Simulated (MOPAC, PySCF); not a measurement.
BBrF$_{2}$, SMILES `FB(F)Br`, neutral singlet in the gas phase. 

Cartesian coordinates (Å):
```xyz
4

F     -0.8264    -1.0980    -0.4096
B     -0.1437     0.0046    -0.2313
F     -0.7776     1.1491    -0.1899
Br     1.7478    -0.0557    -0.0348
```
Charge 0, spin multiplicity 1.

All levels are single points at this geometry (PBE0-D4/def2-TZVP); Pople sets use spherical d functions. Orbital energies aren't observables, and empty levels follow the basis.

```tsv
level	HOMO (eV)	LUMO (eV)	gap (eV)	dipole (D)	vertical IE, Delta-SCF (eV)
PBE0-D4/def2-TZVP in PySCF	-9.08	-0.40	8.68	0.27	–
B3LYP/LANL2DZ in PySCF	-8.94	-1.14	7.80	0.40	–
BP86/6-31G* in PySCF	-7.58	-1.09	6.49	0.22	–
M06-2X/6-31G* in PySCF	-10.22	0.97	11.19	0.16	–
HF/STO-3G in PySCF	-9.07	7.77	16.85	0.98	–
PM3 in MOPAC	-12.28	-1.20	11.09	0.37	–
```
